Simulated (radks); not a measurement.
These are the eigenvalues of the occupied orbitals of an atom or ion with whole-number occupations (eV). Calculated with a radial shooting solver on a logarithmic mesh with Libxc functionals: Dirac Kohn-Sham, AM05, spin-unpolarised, spherical densities, finite nucleus; Fermi nuclear charge, rms radius of each element as measured or else 0.836 A^(1/3) + 0.57 fm.

| orbital | eigenvalue |
|---|---|
| 1s1/2 | -3555.813 |
| 2s1/2 | -394.7207 |
| 2p1/2 | -324.2009 |
| 2p3/2 | -321.3068 |
| 3s1/2 | -72.1733 |
| 3p1/2 | -54.8891 |
| 3p3/2 | -54.5595 |

Which element is it, and in what charge state? The configuration may be excited. Open shells, if any, fill j = l - 1/2 first.

Answer. Z = 19, potassium, charge +3: K3+ in [Ne] 3s2 3p4. The list shows which subshells hold electrons but not how many an open one holds; the 1s level, -130.67 hartree, gives Z - s = 16.2 by -(Z - s)^2/2, which with screening and relativity narrows Z to a few neighbours, and the depths of the outer levels then fix element, charge and occupations together.
